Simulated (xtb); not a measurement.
C6H12O3, charge -1, doublet, geometry from GFN2-xTB (a state made from the parent by changing its charge; the spin is typed, not shown lowest); GFN0-xTB with ALPB(dmso) (xtb).

The xtb input:
```
$ xtb mol.xyz --gfn 0 --chrg -1 --uhf 1 --alpb dmso --json

# file mol.xyz
21

C      3.02837726     1.25865863    -0.05567488
O      2.29640563     0.08432616     0.12022640
C      0.93807368     0.23940587    -0.27244349
C      0.07635208    -0.94151080     0.20697621
C      0.64890599    -2.27225044    -0.28082145
O     -1.22178217    -0.80629368    -0.25992180
C     -2.02140714     0.29773754     0.38483942
C     -2.89369560     0.88273900    -0.72117115
O     -1.42644936     1.05132083     1.24070842
H      2.60311937     2.08780157     0.52644175
H      3.05648339     1.56331056    -1.11362965
H      4.04599172     1.06045452     0.28582399
H      0.87469961     0.31877746    -1.37015341
H      0.50312279     1.14118400     0.17682840
H      0.08505485    -0.91437779     1.31128330
H      0.05923354    -3.09604081     0.11496539
H      0.60847695    -2.30701069    -1.36794039
H      1.68132179    -2.36573447     0.04646379
H     -2.32546185     1.47554106    -1.46012803
H     -3.64155625     1.53684625    -0.27183403
H     -3.39551642     0.07574331    -1.25645332
```

The log (banner, timings and long lists left out):

```
   ID    Z sym.   atoms
    1    6 C      1, 3-5, 7, 8
    2    8 O      2, 6, 9
    3    1 H      10-21

           -------------------------------------------------
          |                Calculation Setup                |
           -------------------------------------------------

           -------------------------------------------------
          |                 G F N 0 - x T B                 |
           -------------------------------------------------

      * Solvation model:               ALPB
        Solvent                        dmso
        Parameter file                 internal GFN-FF/ALPB
        Dielectric constant                4.6680E+01
        Reference state                gsolv [1 M gas/solution]
        Free energy shift                  6.8283E-03 Eh       4.2848E+00 kcal/mol
        Temperature                        2.9815E+02 K
        Density                            1.1000E+00 kg/L
        Solvent mass                       7.8130E+01 g/mol
        Interaction kernel             P16
        Born radius scaling (c1)           2.0404E+00
        Born radii integrator          GBOBC
        Born offset                        0.0000E+00 a0       0.0000E+00 AA
        H-bond correction              true
        Ion screening                  false
        Surface tension                    1.0000E-05 Eh       1.5569E+01 dyn/cm
        Grid points                               230 per atom

          ...................................................
          :                      SETUP                      :
          :.................................................:
          :  # basis functions                  60          :
          :  # atomic orbitals                  60          :
          :  # shells                           42          :
          :  # electrons                        55          :
          :  electronic temp.          300.0000000     K    :
          :  accuracy                    1.0000000          :
          :  -> integral cutoff          0.2500000E+02      :
          :  -> integral neglect         0.1000000E-07      :
          ...................................................

         :::::::::::::::::::::::::::::::::::::::::::::::::::::
         ::                     SUMMARY                     ::
         :::::::::::::::::::::::::::::::::::::::::::::::::::::
         :: total energy             -30.636803812091 Eh    ::
         :: total w/o Gsasa/hb       -30.624319952235 Eh    ::
         :: gradient norm              0.074540398960 Eh/a0 ::
         :: HOMO-LUMO gap              4.057564440320 eV    ::
         ::.................................................::
         :: H0 energy                -29.536148375878 Eh    ::
         :: repulsion energy           0.297618628481 Eh    ::
         :: electrostat energy        -1.330836657008 Eh    ::
         :: -> Gsolv                   0.000000000000 Eh    ::
         ::    -> Gsasa               -0.019312125062 Eh    ::
         ::    -> Gshift               0.006828265207 Eh    ::
         :: dispersion energy         -0.007578884683 Eh    ::
         :: short-range corr.         -0.059858523003 Eh    ::
         :: add. restraining           0.000000000000 Eh    ::
         :: total charge              -1.000000000000 e     ::
         :::::::::::::::::::::::::::::::::::::::::::::::::::::

           -------------------------------------------------
          |                Property Printout                |
           -------------------------------------------------

    * Orbital Energies and Occupations

         #    Occupation            Energy/Eh            Energy/eV
      -------------------------------------------------------------
         1        2.0000           -0.6781293             -18.4528
       ...           ...                  ...                  ...
        16        2.0000           -0.5237111             -14.2509
[...]
       ...                                ...                  ...
        60                          0.3787777              10.3071
      -------------------------------------------------------------
                  HL-Gap            0.1491127 Eh            4.0576 eV
             Fermi-level            0.0000000 Eh            0.0000 eV

     #   Z          covCN         q      C6AA      α(0)
     1   6 C        3.659    -0.034    23.966     7.103
     2   8 O        1.700    -0.448    21.614     6.290
     3   6 C        3.709     0.055    22.128     6.802
     4   6 C        3.732     0.279    18.420     6.199
     5   6 C        3.752    -0.489    35.522     8.601
     6   8 O        1.685    -0.491    22.510     6.419
     7   6 C        2.671     0.507    19.721     7.243
     8   6 C        3.747    -0.468    34.856     8.522
     9   8 O        0.855    -0.742    29.784     7.323
    10   1 H        0.923     0.013     2.840     2.636
    11   1 H        0.923     0.008     2.928     2.676
    12   1 H        0.924     0.018     2.766     2.601
    13   1 H        0.923     0.013     2.835     2.633
    14   1 H        0.924     0.082     1.956     2.187
    15   1 H        0.922     0.025     2.665     2.553
    16   1 H        0.925     0.111     1.685     2.030
    17   1 H        0.925     0.124     1.580     1.965
    18   1 H        0.925     0.126     1.564     1.956
    19   1 H        0.922     0.110     1.697     2.037
    20   1 H        0.924     0.100     1.787     2.090
    21   1 H        0.924     0.100     1.782     2.087

 Mol. C6AA /au·bohr⁶  :       3898.897815
 Mol. C8AA /au·bohr⁸  :      83797.550187
 Mol. α(0) /au        :         91.952206

Wiberg/Mayer (AO) data.
largest (>0.10) Wiberg bond orders for each atom

 ---------------------------------------------------------------------------
     #   Z sym  total        # sym  WBO       # sym  WBO       # sym  WBO
 ---------------------------------------------------------------------------
     1   6 C    3.952 --     2 O    1.001    12 H    0.979    11 H    0.977
                            10 H    0.977
     2   8 O    2.089 --     1 C    1.001     3 C    0.981
     3   6 C    3.958 --     2 O    0.981     4 C    0.979    13 H    0.969
                            14 H    0.967
     4   6 C    3.959 --     5 C    1.005     6 O    0.988     3 C    0.979
                            15 H    0.963
     5   6 C    3.980 --     4 C    1.005    16 H    0.982    17 H    0.979
                            18 H    0.979
     6   8 O    2.166 --     4 C    0.988     7 C    0.932     9 O    0.131
     7   6 C    3.417 --     9 O    1.429     8 C    0.995     6 O    0.932
     8   6 C    3.978 --     7 C    0.995    21 H    0.978    20 H    0.975
                            19 H    0.961
     9   8 O    1.683 --     7 C    1.429     6 O    0.131
    10   1 H    0.989 --     1 C    0.977
    11   1 H    0.989 --     1 C    0.977
    12   1 H    1.002 --     1 C    0.979
    13   1 H    0.993 --     3 C    0.969
    14   1 H    1.008 --     3 C    0.967
    15   1 H    0.998 --     4 C    0.963
    16   1 H    0.985 --     5 C    0.982
    17   1 H    0.983 --     5 C    0.979
    18   1 H    0.987 --     5 C    0.979
    19   1 H    0.986 --     8 C    0.961
    20   1 H    0.994 --     8 C    0.975
    21   1 H    0.998 --     8 C    0.978
 ---------------------------------------------------------------------------

Topologies differ in total number of bonds
Writing topology from bond orders to xtbtopo.mol

 dipole moment from electron density (au)
     X       Y       Z
   2.9013  -0.7876  -1.8402  total (Debye):    8.959

           -------------------------------------------------
          | TOTAL ENERGY              -30.636803812091 Eh   |
          | GRADIENT NORM               0.074540398960 Eh/α |
          | HOMO-LUMO GAP               4.057564440320 eV   |
           -------------------------------------------------

normal termination of xtb
```
